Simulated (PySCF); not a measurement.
Electronic absorption of AlH2(tBu)

AlH2(tBu), C4H11Al.
SMILES: `[H][Al]([H])[C](C)(C)C`

Method used: TDDFT CAM-B3LYP/def2-SVPD, vertical, gas phase, core orbitals frozen in the response (PySCF). Geometry: PBE0-D3(BJ)/def2-SVP; no solvent, vibrations or thermal averaging.

Task: List the vertical singlet excitations with oscillator strengths and describe the spectrum.

Result: 

```csv
state,E (eV),E (hartree),f,"main configurations (H = HOMO, L = LUMO)"
S1,4.42,0.1623,0.0004,H→L (98%)
S2,5.50,0.2020,0.0000,H-1→L (98%)
S3,6.53,0.2399,0.0017,"H→L+1 (83%), H→L+2 (14%)"
S4,7.18,0.2640,0.162,H→L+3 (84%)
S5,7.30,0.2683,0.0059,H-2→L (88%)
S6,7.32,0.2691,0.0001,H-3→L (90%)
S7,7.51,0.2760,0.208,"H→L+2 (68%), H→L+1 (11%), H→L+3 (9%)"
S8,7.76,0.2851,0.0019,"H→L+4 (63%), H→L+5 (9%)"
S9,7.99,0.2937,0.014,"H-1→L+1 (47%), H-1→L+2 (29%), H→L+4 (12%)"
S10,8.00,0.2940,0.114,"H→L+5 (77%), H→L+4 (9%)"
S11,8.04,0.2954,0.0020,"H→L+7 (62%), H→L+6 (29%)"
S12,8.12,0.2985,0.018,"H→L+6 (61%), H→L+7 (26%)"
S13,8.13,0.2988,0.120,"H-1→L+2 (46%), H-1→L+1 (36%)"
S14,8.43,0.3097,0.0031,H-4→L (91%)
S15,8.56,0.3145,0.074,"H-1→L+3 (47%), H→L+8 (24%)"
```

Triplets, Tamm–Dancoff:

```csv
state,E (eV),λ (nm),"main configurations (H = HOMO, L = LUMO)"
T1,4.12,301.0,H→L (96%)
T2,5.00,248.1,H-1→L (96%)
T3,6.06,204.7,"H→L+2 (39%), H→L+1 (38%), H→L+3 (14%)"
T4,6.79,182.6,"H→L+3 (45%), H→L+1 (45%)"
```

The lowest singlet comes at 281 nm (426 kJ/mol) in the ultraviolet; it is dark (f under 0.0005); its leading configuration is HOMO→LUMO (98%). The most intense listed level is S7 at 7.51 eV (165 nm, f = 0.208), 3.10 eV above S1. S9/S10 and S12/S13 lie within about 0.01 eV of each other in each set. Löwdin shares by element: HOMO carbon 51% or more, aluminium 19% (atoms not listed hold the other 30%); LUMO aluminium 58%, hydrogen 20% or more, carbon 6% or more (atoms not listed hold the other 17%). Weighted by f, the mean energy of these states is 7.75 eV. The listed states span 4.14 eV, and the widest gap between neighbours is 1.08 eV (S1 to S2). Orbital energies (eV): HOMO-3 -10.75, HOMO-2 -10.74, HOMO-1 -9.70, HOMO -8.28, LUMO -0.44, LUMO+1 0.91, LUMO+2 1.60. Only the lowest 15 singlets were computed, as vertical energies without vibronic structure.
